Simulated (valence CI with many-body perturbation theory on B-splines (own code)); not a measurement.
Results of a calculation; reference values are marked as such.
Sensitivity of CI+MBPT for Tb²⁴⁺

Level of theory: configuration interaction combined with many-body perturbation theory (CI+MBPT): five valence electrons over a frozen Dirac-Fock core [Kr], a basis of 6 s, 6 p, 5 d, 5 f, 1 g functions for each j, with the one-electron correlation potential Σ1, the two-electron term Σ2, the three-electron term Σ3, Breit, model QED; selected CI, second order for the rest, scaled by the run's own slope (own B-spline code, finite nucleus).

No measured levels were compared; by estimate terms of the open shell hold to 2 to 4 % of their energy, and close levels can change places. Among the levels kept, up to 450 cm⁻¹ of a level comes from second order outside the variational space, and about a tenth of that is noise between levels of different J, which matters for small intervals. Only levels of the ground parity were solved; by the run's estimate the other parity begins above the list, which can be wrong where configurations are misplaced.

The reference run has the lowest level (4d3/2^4 4d5/2) J=5/2 and an ionisation energy of 816.465 eV. Its largest variational space holds 9955 state functions.

Levels are named by their leading jj configuration (3d3/2^4 stands for four electrons in 3d with j = 3/2), which in mixed levels can hold well under half, so a name can repeat and another be missing. Letters in brackets count levels of one name in rising energy.

Changed runs:
A. three-electron term on → off
B. natural orbitals for correlation on → off
C. correlating orbitals by l 3 3 3 3 1 → 4 4 3 0 0
D. closed core [Kr] → [Kr] 4d1 (bad on purpose)

Excitation energies of the reference run in cm⁻¹, and shifts in cm⁻¹:

```
                      Level  Reference       A       B       C
(4d3/2^3 4d5/2^2) J=5/2 [a]      44984    +643    +291    +398
(4d3/2^3 4d5/2^2) J=7/2 [a]      73154   +1338    +634    +862
(4d3/2^3 4d5/2^2) J=3/2 [a]      75939   +1586    +732    +869
   (4d3/2^3 4d5/2^2) J=11/2      78799   +1249    +493    +703
    (4d3/2^3 4d5/2^2) J=9/2      86047   +1410    +670    +948
(4d3/2^3 4d5/2^2) J=5/2 [b]      88594   +1400    +662    +925
    (4d3/2^3 4d5/2^2) J=1/2      93733   +1717    +860   +1012
(4d3/2^3 4d5/2^2) J=7/2 [b]     105387   +2696   +1162   +1480
(4d3/2^2 4d5/2^3) J=5/2 [a]     117080   +1433    +761    +933
(4d3/2^2 4d5/2^3) J=7/2 [a]     128842   +1698    +675    +992
(4d3/2^3 4d5/2^2) J=3/2 [b]     130029   +2300   +1382   +1507
   (4d3/2^2 4d5/2^3) J=11/2     132861   +1316    +390    +675
     Ionisation energy (eV)    816.465  -0.076  -0.084  -0.119
```

Run D: It gave no result: the perturbation theory needs a core of closed shells. The program said: "the core must hold closed shells only".
